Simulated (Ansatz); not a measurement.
Basis-set extrapolation for C2H9BOS (PBE0-D4/def2-TZVP geometry, frozen core, Ansatz). Multiplicity 1, RHF reference.

|  | def2-TZVPP | def2-QZVPP |
| --- | --- | --- |
| HF | -578.213617 | -578.233744 |
| MP2 correlation | -0.895040 | -0.959775 |
| CCSD(T) correlation | -0.991208 | not run |

Energies in hartree. Use E(X) = E(∞) + A·exp(−7.88·√X) for Hartree–Fock and E(X) = E(∞) + B·X^(−2.97) for correlation, with X = 3 and 4, and add CCSD(T) minus MP2 of the smaller set to the MP2 limit.

Task: What is the CCSD(T) energy at the basis-set limit?

Result: HF limit: -578.233744 + (-0.020127) × 0.13774 = -578.23652. MP2 limit: -0.959775 + (-0.064735) × 0.74074 = -1.00773. Higher-order term: -0.991208 − (-0.895040) = -0.09617. Total: -579.34042 hartree, 356.0 kJ/mol below CCSD(T)/def2-TZVPP.
